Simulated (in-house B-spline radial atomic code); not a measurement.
Configurations of I⁶⁺, with energies counted from [Kr] 4d10 5s1. Computed with an all-electron radial atomic-structure program (B-spline basis): scalar-relativistic (X2C) CAM-B3LYP, spin-polarised, spherical fractional occupations, exact exchange averaged over the configuration, Fermi nucleus of rms radius 4.75 fm. Shells without spins written out take the highest spin.

Occupations are held fixed; configurations that lie above the ionisation limit could autoionise.

```csv
configuration,E - E(ref) (eV),highest orbital,its <r> (bohr)
[Kr] 4d10 4f1,33.833,4f up,1.522
[Kr] 4d10 6d1,55.995,6d up,4.074
[Kr] 4d9 4f1 5s1,75.35,4f up,1.389
[Ar] 3d10 4s2 4p5 4d10 5s1 5p1,137.83,5p up,1.838
[Ar] 3d10 4s2 4p5 4d10 5s1 6p1,173.78,6p up,3.372
[Ar] 3d9 4s2 4p6 4d10 4f1 5s1,648.39,4f up,1.336
```

(1) Order these further configurations by energy, lowest first.
A. [Ar] 3d10 4s2 4p5 4d10 5s2
B. [Kr] 4d9 5s1 5f1
C. [Kr] 4d10 5f1
D. [Kr] 4d9 5s1 6p1
E. [Ar] 3d10 4s2 4p5 4d10 5s1 6s1

(2) How far above the reference does [Ar] 3d9 4s2 4p6 4d10 5s1 6s1 lie?

Answers

(1) C (54.216 eV), D (92.868 eV), B (99.175 eV), A (124.89 eV), E (167.88 eV).

(2) 660.74 eV; its least bound orbital is 6s up with <r> = 3.06 bohr.
